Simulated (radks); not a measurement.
Q: The selenium ion Se5+ is in [Ar] 3d10 4s1. Calculated with a radial shooting solver on a logarithmic mesh with Libxc functionals: scalar-relativistic Kohn-Sham, r2SCAN, spin-polarised, spherical densities, finite nucleus; meta-GGA in the generalised Kohn-Sham scheme; Fermi nuclear charge, rms radius of each element as measured or else 0.836 A^(1/3) + 0.57 fm. Open shells are filled with parallel spins first. One electron is removed from 3p, 4s, 3s, 3d in turn, with full relaxation. Which removal costs least, and what does each cost?

A: 4s 82.486 eV; 3d 137.16 eV; 3p 240.54 eV; 3s 303.24 eV. The 4s electron leaves first.
